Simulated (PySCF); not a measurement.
B3LYP has the VWN-RPA correlation part, as in Gaussian. 

Cartesian coordinates (Å):
```xyz
13

C     -2.3978     0.6264     0.1110
C     -1.0731     0.5193    -0.0175
C     -0.3562    -0.7410     0.0457
C      0.9654    -0.9189    -0.0748
C      2.0080     0.1286    -0.3010
H     -3.0208    -0.2459     0.2734
H     -2.8988     1.5835     0.0585
H     -0.4927     1.4210    -0.1786
H     -0.9737    -1.6197     0.2081
H      1.3400    -1.9354    -0.0022
H      2.5601    -0.0714    -1.2242
H      1.5956     1.1336    -0.3682
H      2.7438     0.1200     0.5088
```
Charge 0, multiplicity 1.

Question: What is the computed HOMO–LUMO gap, HOMO, total energy, dipole moment and LUMO (B3LYP-D3(BJ)/def2-TZVP run with PySCF 2.14.0)?

Answer: 
```yaml
HOMO–LUMO gap: 5.40 eV
HOMO: -6.28 eV
total_energy: -195.4049 Ha
dipole_moment: 0.59 D
LUMO: -0.88 eV
```
